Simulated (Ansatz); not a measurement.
One geometry of Si(SiH3)4 (Si₅H₁₂), several levels of theory.

```yaml
crystal:
  periodic: [false, false, false]
  atoms:
    - {symbol: Si, position_ang: [-0.000474, -0.002015, 0.000563]}
    - {symbol: Si, position_ang: [-0.025673, -0.016074, 2.350373]}
    - {symbol: H, position_ang: [0.701667, -1.228164, 2.870840]}
    - {symbol: H, position_ang: [-1.443978, -0.049265, 2.856596]}
    - {symbol: H, position_ang: [0.649742, 1.219425, 2.885408]}
    - {symbol: Si, position_ang: [2.224145, 0.025486, -0.756936]}
    - {symbol: H, position_ang: [2.262032, 0.057523, -2.262382]}
    - {symbol: H, position_ang: [2.952708, -1.203960, -0.281146]}
    - {symbol: H, position_ang: [2.936238, 1.243580, -0.229627]}
    - {symbol: Si, position_ang: [-1.114545, 1.912874, -0.784034]}
    - {symbol: H, position_ang: [-2.536615, 1.928942, -0.287987]}
    - {symbol: H, position_ang: [-1.128057, 1.925315, -2.290150]}
    - {symbol: H, position_ang: [-0.418721, 3.156707, -0.296875]}
    - {symbol: Si, position_ang: [-1.084130, -1.923531, -0.809177]}
    - {symbol: H, position_ang: [-0.395563, -3.163727, -0.302386]}
    - {symbol: H, position_ang: [-1.060803, -1.938865, -2.315193]}
    - {symbol: H, position_ang: [-2.517983, -1.944242, -0.347888]}
basis:
  gaussian: {orbitals: def2-TZVP, initial_orbitals: start.molden}
hamiltonian: {xc: pbe, dispersion: d4}
scf: {omitted_lower_state_checks: [starts]}
output: {orbitals: {seedname: orbitals}}
```

The file start.molden holds the orbitals of an earlier run on this structure, at another level or in another basis.

```sh
$ ansatz run in.yaml --threads 2 --pin off --events-out ev --progress --plain --max-ram 22528MiB --backend cpu
```

It prints (some lines left out):

```
Functional definition: PBE
1788 factors; their error is unknown
mean field evaluation 1: about -39563.5244 eV, gradient 1.4e1 eV
mean field evaluation 2: about -39563.6804 eV, gradient 2.1e-1 eV
mean field evaluation 4: about -39563.6470 eV, gradient 2.4e-4 eV
mean field -39563.64702591 eV, -1453.9372109991 hartree, gradient 2.2e-5 eV, S^2 0.000000; 0 other end points of the search recorded, 0 dependent functions left out
reference -39563.64709103 eV, -1453.9372133920 hartree; 41, 41 occupied and 216, 216 virtual orbitals, 1788 factors
Total energy: -39564.16581071 eV, -1453.9562759889 hartree
Checks for a lower state left out: starts
```

Hardware: 2 threads of AMD EPYC 7R13 on a shared host. Wall time 4.9 s.

First input, but with `correlation: {method: ccsd_t}` and without the key `hamiltonian` (abridged; 2.7 s, on the card):

```
Functional definition: HF
mean field -39502.47420744 eV, -1451.6891513846 hartree, gradient 1.8e-6 eV, S^2 0.000000
25 core orbitals not correlated: weight in the atoms' cores, before any rotation towards them, 1.000 or more for the frozen orbitals, at most 0.000 for the correlated occupied ones
second order -16.34914429 eV of doubles, -0.00000000 eV of singles
cycle   1  -18.53001681 eV  change    -2.2e0 eV  update   1.2e-1
cycle   2  -19.32873287 eV  change   -8.0e-1 eV  update   3.9e-2
cycle   3  -19.40011533 eV  change   -7.1e-2 eV  update   1.3e-2
cycle   4  -19.39122391 eV  change    8.9e-3 eV  update   4.5e-3
cycle   5  -19.38846744 eV  change    2.8e-3 eV  update   1.2e-3
cycle   6  -19.38808586 eV  change    3.8e-4 eV  update   3.8e-4
cycle   7  -19.38809694 eV  change   -1.1e-5 eV  update   9.9e-5
cycle   8  -19.38812492 eV  change   -2.8e-5 eV  update   3.5e-5
perturbative correction -0.72775781 eV, -0.0267446061 hartree
Total energy: -39522.59009016 eV, -1452.4283964397 hartree
Checks for a lower state left out: starts
```

The first input with `hamiltonian: {xc: pbe0, dispersion: d4}`, `output: {forces: true, orbitals: {seedname: orbitals}}` (abridged; 12 s):

```
Functional definition: PBE0
mean field -39567.90653781 eV, -1454.0937451741 hartree, gradient 2.3e-5 eV, S^2 0.000000
Total energy: -39568.36355391 eV, -1454.1105402059 hartree
Atom 0 force     0.001705     0.003644    -0.002236 eV/Å
Atom 1 force    -0.001054    -0.003721     0.165398 eV/Å
Atom 2 force    -0.155551     0.258584    -0.106469 eV/Å
Atom 3 force     0.302107     0.007493    -0.104720 eV/Å
Atom 4 force    -0.143757    -0.262974    -0.110456 eV/Å
Atom 5 force     0.154088     0.003728    -0.051545 eV/Å
Atom 6 force    -0.005089    -0.007391     0.318922 eV/Å
Atom 7 force    -0.151542     0.260925    -0.101936 eV/Å
Atom 8 force    -0.146696    -0.259074    -0.114118 eV/Å
Atom 9 force    -0.076736     0.131617    -0.055980 eV/Å
Atom 10 force     0.299443    -0.000999    -0.106261 eV/Å
Atom 11 force     0.001020     0.001300     0.317948 eV/Å
Atom 12 force    -0.149199    -0.260687    -0.103633 eV/Å
Atom 13 force    -0.078646    -0.135584    -0.054544 eV/Å
Atom 14 force    -0.147976     0.262190    -0.109589 eV/Å
Atom 15 force    -0.006427     0.000692     0.319285 eV/Å
Atom 16 force     0.304309     0.000257    -0.100067 eV/Å
Dipole moment:    -0.000110    -0.000795     0.000179 e Å
Checks for a lower state left out: starts
```

First input, but with `gaussian: {orbitals: def2-SVP, initial_orbitals: start.molden}`, `hamiltonian: {xc: pbe0, dispersion: d4}` (abridged; 3.6 s):

```
Functional definition: PBE0
mean field -39554.23991265 eV, -1453.5915059631 hartree, gradient 8.9e-6 eV, S^2 0.000000
Total energy: -39554.69691646 eV, -1453.6083005434 hartree
Checks for a lower state left out: starts
```

First input, but with `hamiltonian: {xc: pbe}`, `correlation: {method: rpa}` and without the key `output` (abridged; 9.5 s):

```
Functional definition: PBE
mean field -39563.64697851 eV, -1453.9372092571 hartree, gradient 1.7e-6 eV, S^2 0.000000
25 core orbitals not correlated: weight in the atoms' cores, before any rotation towards them, 1.000 or more for the frozen orbitals, at most 0.000 for the correlated occupied ones
Total energy: -39533.48643683 eV, -1452.8288297938 hartree
Checks for a lower state left out: starts
```

The first input with `hamiltonian: {xc: {name: CAM-B3LYP}, dispersion: d4}` (abridged; 9.5 s):

```
Functional definition: CAM-B3LYP
mean field -39585.08239583 eV, -1454.7249463141 hartree, gradient 2.3e-5 eV, S^2 0.000000
Total energy: -39585.56463554 eV, -1454.7426682967 hartree
Checks for a lower state left out: starts
```

Geometry: PBE-D4/def2-SVP.

Correlated methods freeze 25 core orbitals.
